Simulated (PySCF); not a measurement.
Cl2Sr, triplet, at a GFN2-xTB geometry (such geometries of metal compounds can be far from the true shape) (a higher spin typed on purpose: for a closed-shell molecule this is an excited state) (core potentials on Sr); DF-PBE/def2-TZVP (PySCF).

The PySCF input:
```python
from pyscf import gto, scf, dft

mol = gto.M(
    atom='''
Sr    0.50354995   -0.98029751    0.16357802
Cl    0.31464289    1.39392006   -1.09624314
Cl   -1.44022513    0.79733320    0.73059816
''',
    basis='def2-tzvp',
    ecp={'Sr': 'def2-tzvp'},
    spin=2,
    verbose=4,
)

mf = dft.UKS(mol)
mf.xc = 'pbe'
mf = mf.density_fit(auxbasis='def2-universal-jkfit')
mf.kernel()
```

Output, abridged:

```
PySCF version 2.14.0

[INPUT] verbose = 4
[INPUT] num. atoms = 3
[INPUT] num. electrons = 44
[INPUT] charge = 0
[INPUT] spin (= nelec alpha-beta = 2S) = 2
[INPUT] symmetry False subgroup None
[INPUT] Mole.unit = angstrom
[INPUT] Symbol           X                Y                Z      unit          X                Y                Z       unit  Magmom
[INPUT]  1 Sr     0.503549950000  -0.980297510000   0.163578020000 AA    0.951571495538  -1.852493814493   0.309117657799 Bohr   0.0
[INPUT]  2 Cl     0.314642890000   1.393920060000  -1.096243140000 AA    0.594588889142   2.634127152937  -2.071599300533 Bohr   0.0
[INPUT]  3 Cl    -1.440225130000   0.797333200000   0.730598160000 AA   -2.721631053416   1.506741378023   1.380630429511 Bohr   0.0

nuclear repulsion = 125.540201590411
number of shells = 39
number of NR pGTOs = 179
number of NR cGTOs = 107
basis = def2-tzvp
ecp = {'Sr': 'def2-tzvp'}

******** <class 'pyscf.df.df_jk.DFUKS'> ********
method = DFUKS
initial guess = minao
damping factor = 0
level_shift factor = 0
DIIS = <class 'pyscf.scf.diis.CDIIS'>
diis_start_cycle = 1
diis_space = 8
diis_damp = 0
SCF conv_tol = 1e-09
SCF conv_tol_grad = None
SCF max_cycles = 50
direct_scf = False
number electrons alpha = 23  beta = 21
XC library pyscf.dft.libxc version 7.1.2
    S. Lehtola, C. Steigemann, M. J. T. Oliveira, and M. A. L. Marques,  SoftwareX 7, 1–5 (2018)
XC functionals = pbe
    J. P. Perdew, K. Burke, and M. Ernzerhof,  Phys. Rev. Lett. 77, 3865 (1996)
    J. P. Perdew, K. Burke, and M. Ernzerhof,  Phys. Rev. Lett. 78, 1396 (1997)
    J. P. Perdew, K. Burke, and M. Ernzerhof,  Phys. Rev. Lett. 77, 3865 (1996)
    J. P. Perdew, K. Burke, and M. Ernzerhof,  Phys. Rev. Lett. 78, 1396 (1997)
radial grids:
    Treutler-Ahlrichs [JCP 102, 346 (1995); DOI:10.1063/1.469408] (M4) radial grids

becke partition: Becke, JCP 88, 2547 (1988); DOI:10.1063/1.454033
pruning grids: <function nwchem_prune>
grids dens level: 3
symmetrized grids: False
atomic radii adjust function: <function treutler_atomic_radii_adjust>
small_rho_cutoff = 0
Set gradient conv threshold to 3.16228e-05
tot grids = 59672
init E= -949.261725734858

cycle= 1 E= -950.653770512527  delta_E= -1.39  |g|= 0.446  |ddm|= 1.96

cycle= 2 E= -950.63799169902  delta_E= 0.0158  |g|= 0.527  |ddm|= 1.81

cycle= 3 E= -950.802673953933  delta_E= -0.165  |g|= 0.0814  |ddm|= 0.841

cycle= 4 E= -950.806126364835  delta_E= -0.00345  |g|= 0.0214  |ddm|= 0.165

cycle= 5 E= -950.806355687542  delta_E= -0.000229  |g|= 0.0093  |ddm|= 0.042

cycle= 6 E= -950.806409041906  delta_E= -5.34e-05  |g|= 0.00293  |ddm|= 0.0146

cycle= 7 E= -950.806414628636  delta_E= -5.59e-06  |g|= 0.000698  |ddm|= 0.00693

cycle= 8 E= -950.806414963405  delta_E= -3.35e-07  |g|= 0.00027  |ddm|= 0.00235

cycle= 9 E= -950.806414985673  delta_E= -2.23e-08  |g|= 0.000166  |ddm|= 0.00043

cycle= 10 E= -950.806415002035  delta_E= -1.64e-08  |g|= 6.12e-05  |ddm|= 0.000217

cycle= 11 E= -950.806415004466  delta_E= -2.43e-09  |g|= 1.42e-05  |ddm|= 7.62e-05

cycle= 12 E= -950.806415004593  delta_E= -1.26e-10  |g|= 1.15e-06  |ddm|= 1.83e-05

Extra cycle  E= -950.806415004596  delta_E= -3.18e-12  |g|= 9.56e-07  |ddm|= 5.08e-06
converged SCF energy = -950.806415004596  <S^2> = 2.0021311  2S+1 = 3.0014204
```
